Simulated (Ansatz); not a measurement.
Start from `[CH3][Ga]([NH2])[CH2]F` and change one element to get `[CH3][In]([NH2])[CH2]F`.

Ansatz, PBE0-D4/def2-TZVP geometries, multiplicity 1. Each molecule was computed in one conformer, which needn't be the lowest.

Elements past krypton have def2 core potentials. Scalar relativity is left out up to krypton.

| property | `[CH3][Ga]([NH2])[CH2]F` |
| --- | --- |
| HOMO energy (PBE/def2-TZVPP) / eV | -5.90 |
| LUMO energy (B3LYP/def2-TZVPP) / eV | -0.35 |
| HOMO energy (ωB97M-V/def2-TZVPP) / eV | -9.68 |
| HOMO energy (B3LYP/def2-TZVPP) / eV | -7.04 |
| HOMO–LUMO gap (B3LYP/def2-TZVPP) / eV | 6.69 |
| LUMO energy (ωB97M-V/def2-TZVPP) / eV | 1.59 |

(1) Give the same properties after the change, and the shifts. (An estimate is asked.)

## Answers

(1) Ansatz gave: 
| property | `[CH3][In]([NH2])[CH2]F` | shift |
| --- | --- | --- |
| HOMO energy (PBE/def2-TZVPP) / eV | -5.46 | 0.44 |
| LUMO energy (B3LYP/def2-TZVPP) / eV | -0.84 | -0.49 |
| HOMO energy (ωB97M-V/def2-TZVPP) / eV | -9.20 | 0.48 |
| HOMO energy (B3LYP/def2-TZVPP) / eV | -6.58 | 0.46 |
| HOMO–LUMO gap (B3LYP/def2-TZVPP) / eV | 5.74 | -0.95 |
| LUMO energy (ωB97M-V/def2-TZVPP) / eV | 0.77 | -0.82 |

With PBE0 the HOMO rises by 0.47 eV and the LUMO falls by 0.49 eV, so the gap narrows by about 0.96 eV. PBE moves the HOMO by 0.44 eV and ωB97M-V by 0.48 eV.

B3LYP here is the variant with VWN-RPA as its local correlation; programs differ in this.
